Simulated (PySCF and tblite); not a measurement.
Values are calculated unless marked as measured or tabulated.
**C₅H₆O₂, numbered as in [CH3:1][O:2][c:3]1[cH:4][cH:5][cH:6][o:7]1: conformational analysis**

Free energies: PBE0-D3(BJ)/def2-SVP (IEF-PCM, chloroform) on GFN2-xTB structures plus GFN2-xTB thermal terms, symmetry and mirror images included. Conformers within 3 kcal/mol (GFN2-xTB free energy) were kept, 10 at most. GIAO shieldings: B97-2/pcSseg-1 (IEF-PCM, chloroform). Couplings: B3LYP/6-31G* with pcJ-1 on H (gas phase; spin-dipole term only for pairs with B, N, F, Si or P). Couplings are for ¹H. H–H couplings come out 0.1 to 0.9 Hz lower than with pcJ-1 on all atoms. Shifts are against TMS (¹H), TMS (¹³C) at the same level. Programs: PySCF with density fitting and tblite.

Torsions listed: C1–O2–C3–O7.

```json
{"conformer": "1", "shape": "180°", "symmetry": "Cs", "E(GFN2) kcal/mol": "1.43", "E(DFT) kcal/mol": "0.00", "G(298.15 K) kcal/mol": "0.00", "weight %": "89.4", "dipole D": "2.24"}
{"conformer": "2", "shape": "0°", "symmetry": "Cs", "E(GFN2) kcal/mol": "0.00", "E(DFT) kcal/mol": "1.41", "G(298.15 K) kcal/mol": "1.26", "weight %": "10.6", "dipole D": "1.32"}
```

Weights (%) against temperature:

| T (K) | 1 | 2 | S(mix) cal/mol/K |
| --- | --- | --- | --- |
| 200 | 96.2 | 3.8 | 0.32 |
| 250 | 92.9 | 7.1 | 0.51 |
| 298.15 | 89.4 | 10.6 | 0.67 |
| 350 | 85.8 | 14.2 | 0.81 |
| 400 | 82.6 | 17.4 | 0.92 |

Averaged shifts at 298.15 K. ¹H: 7.11 (H6, 1H), 6.66 (H5, 1H), 5.44 (H4, 1H), 4.08 (H1, 3H) ppm. ¹³C: 168.0 (C3), 134.9 (C6), 116.3 (C5), 83.8 (C4), 58.3 (C1) ppm.

Averaged couplings (Hz): ²J(H1,H1) -11.3, ³J(H4,H5) 3.9, ³J(H5,H6) 2.3.

Coordinates of conformer 1 (Å):

```xyz
13

C    -2.263   -0.104    0.285
O    -1.302    0.923    0.189
C    -0.030    0.506    0.014
C     0.544   -0.727   -0.096
C     1.933   -0.480   -0.265
C     2.087    0.866   -0.244
O     0.889    1.478   -0.073
H    -3.220    0.396    0.422
H    -2.290   -0.707   -0.628
H    -2.061   -0.755    1.140
H     0.063   -1.682   -0.064
H     2.700   -1.217   -0.385
H     2.945    1.501   -0.334
```

Coordinates of conformer 2 (Å):

```xyz
13

C     2.262   -0.476    0.036
O     1.430    0.647    0.250
C     0.108    0.406    0.241
C    -0.920    1.284    0.419
C    -2.102    0.505    0.313
C    -1.705   -0.770    0.081
O    -0.349   -0.842    0.035
H     2.071   -0.927   -0.942
H     3.282   -0.102    0.080
H     2.108   -1.232    0.811
H    -0.839    2.334    0.600
H    -3.108    0.860    0.401
H    -2.240   -1.686   -0.065
```

Shifts are unscaled: against experiment ¹³C can be off by 15 ppm or more and ¹H by 0.8 ppm.

Search and properties took 72 s on 1 thread of Arm Neoverse V1, shared host (rough), launched as `OMP_NUM_THREADS=1 python ens_run.py task.json out`.


Conformer gaps in def2-SVP on xTB geometries can be 2 kcal/mol too large for S=O, P=O and other polar bonds.